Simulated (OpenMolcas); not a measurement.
# Multiplet structure of Ir7+

```yaml
Program: OpenMolcas 26.06
Method: CASSCF
Basis: ANO-RCC-VQZP [9s8p6d4f2g1h]
Scalar_Hamiltonian: DKH2, point nucleus
Active_space: 2 electrons in 10 orbitals (5d 6d)
State_averaging: 2S+1 = 3 even, 10 roots; 2S+1 = 1 even, 15 roots
Spin-orbit_coupling: state interaction with AMFI integrals over the reference wave functions, term energies averaged over their components
```

With spin-orbit coupling, above the lowest level:

| Configuration | Term | J | E (eV) | Measured (eV) | g | Term weight % | Second |
| --- | --- | --- | --- | --- | --- | --- | --- |
| 5d² | ³F | 2 | 0.0000 | 0.0000 | 0.708 | 89 | 11 ¹D |
| 5d² | ³F | 3 | 1.4967 | 1.5711 | 1.084 | 100 |  |
| 5d² | ³P | 0 | 2.4595 | 2.1392 |  | 91 | 9 ¹S |
| 5d² | ³F | 4 | 2.6584 | 2.6799 | 1.213 | 85 | 15 ¹G |
| 5d² | ¹D | 2 | 3.0038 |  | 1.192 | 47 | 44 ³P |
| 5d² | ³P | 1 | 3.3662 | 3.1270 | 1.501 | 100 |  |
| 5d² | ¹G | 4 | 4.7083 | 4.4948 | 1.038 | 85 | 15 ³F |
| 5d² | ³P | 2 | 5.0214 | 4.8203 | 1.268 | 55 | 42 ¹D |
| 5d² | ¹S | 0 | 8.7637 | 8.0617 |  | 91 | 9 ³P |

Against the 7 measured excited levels shown (van het Hof, Joshi, Wyart and Sugar, J. Res. Natl. Inst. Stand. Technol. 100, 687 (1995)) the mean absolute deviation is 2000 cm-1; the largest miss in energy is 5d² ¹S₀: computed 8.7637, measured 8.0617 eV (+8.7 %), and the largest in proportion 5d² ³P₀ (+15.0 %).

Spin-orbit coupling puts the lowest level 1.8639 eV below the lowest spin-free term.

A least-squares Racah fit to the terms below 60000 cm-1, each weighted by 2L + 1 and with a free common offset, gives B = 1002 cm-1 and C = 4189 cm-1 (C/B = 4.18), with an rms deviation of 44 cm-1.

For ³F the intervals divided by the larger J are 4023.9, 2342.4 cm-1. Landé's interval rule makes them equal in pure LS coupling; they differ by 53 % of their mean. The multiplet is regular.

Without dynamic correlation excited terms often stand tens of per cent too high (terms of higher spin than the ground term too low), and those without a measured partner can miss by more than the paired ones. Active for correlation alone: 6d; no level in the range computed is led by a configuration that fills it, so any true level of that kind is missing. Computed and measured levels are paired by configuration, term and J; levels that our copy of the source lacks, or whose pairing is in doubt (as where it misses far off the trend of its configuration), stay unpaired and out of the deviations. Levels of configurations outside the active space are missing. The first state left out of the spin-orbit step lies near 430000 cm-1 above the lowest spin-free state of the reference (among the parities and spins computed), and the list stops at four fifths of that energy or lower.

The RASSCF and RASSI steps took 23 s on 1 thread of AMD EPYC 9R14 (Zen 4) (shared host); the integral step is not counted.

The term weight is that of the spin-free term in the level, not the purity of its configuration.
